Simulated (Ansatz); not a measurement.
The same molecule with X = F, Cl, Br. Ansatz, PBE0-D4/def2-TZVP geometries, multiplicity 1. Each molecule was computed in one conformer, which needn't be the lowest.

Scalar relativity is left out up to krypton.

| X | molecule | mean X–B bond length / Å | ideal-gas entropy at 298 K and 1 bar (rigid rotor, harmonic PBE0-D4/def2-TZVP) / J/(mol·K) | HOMO–LUMO gap (PBE/def2-TZVPP) / eV | size of the dipole moment (B3LYP/def2-TZVPP) / D |
| --- | --- | --- | --- | --- | --- |
| F | `OB(O)F` | 1.333 | 276 | 7.57 | 1.88 |
| Cl | `OB(O)Cl` | 1.771 | 287 | 7.32 | 1.93 |

(1) Give the row for X = Br, `OB(O)Br`. (An estimate is asked.)

Answers

(1) The calculation gave: 
| X | molecule | mean X–B bond length / Å | ideal-gas entropy at 298 K and 1 bar (rigid rotor, harmonic PBE0-D4/def2-TZVP) / J/(mol·K) | HOMO–LUMO gap (PBE/def2-TZVPP) / eV | size of the dipole moment (B3LYP/def2-TZVPP) / D |
| --- | --- | --- | --- | --- | --- |
| Br | `OB(O)Br` | 1.936 | 299 | 6.70 | 2.00 |

From F to Br the mean X–B bond length rises at each step, by 0.603 Å in all; the ideal-gas entropy at 298 K and 1 bar (rigid rotor, harmonic PBE0-D4/def2-TZVP) rises at each step, by 23 J/(mol·K) in all; the HOMO–LUMO gap (PBE/def2-TZVPP) falls at each step, by 0.87 eV in all. Bonds lengthen as the atom grows down the group. Dipoles are sizes alone, and their direction can turn along the series.

B3LYP here is the variant with VWN-RPA as its local correlation; programs differ in this.

Spin–orbit coupling is left out; it splits and shifts lone-pair levels of the heavy atoms by tenths of an eV.
